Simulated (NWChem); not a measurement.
Species: SiN₂H₄F₂; SMILES N[Si](N)(F)F

```xyz
9

N      1.1949     0.7029     0.9733
Si     0.0000     0.0000    -0.0126
N     -1.1949    -0.7029     0.9733
F     -0.7997     0.9824    -1.0053
F      0.7997    -0.9824    -1.0053
H      2.1223     0.8846     0.6124
H      0.9383     1.3459     1.7105
H     -2.1223    -0.8846     0.6124
H     -0.9383    -1.3459     1.7105
```
Atoms are numbered in this order, from 1.

Program: NWChem. Pople sets run with spherical d functions. All runs use the structure optimised with B3LYP/6-31G* (spherical d). Ions are spin-unrestricted doublets at the neutral geometry; other ion states weren't tried. Functional: LC-ωPBE (HJS hole) with 6-31G*; rows give the range parameter ω in 1/bohr.

| range parameter (1/bohr) | vertical ionisation energy, ΔSCF (eV) | −ε(HOMO) (eV) | ΔSCF minus −ε(HOMO) (eV) |
|---|---|---|---|
| 0.05 | 9.63 | 6.86 | 2.77 |
| 0.10 | 9.69 | 7.60 | 2.09 |
| 0.20 | … | … | … |
| 0.25 | 10.16 | 9.44 | 0.72 |
| 0.80 | 11.34 | 12.19 | -0.85 |

### Question
Some entries are withheld; supply them.

### Answer

- 0.20, vertical ionisation energy, ΔSCF (eV): 9.97
- 0.20, −ε(HOMO) (eV): 8.90
- 0.20, ΔSCF minus −ε(HOMO) (eV): 1.07
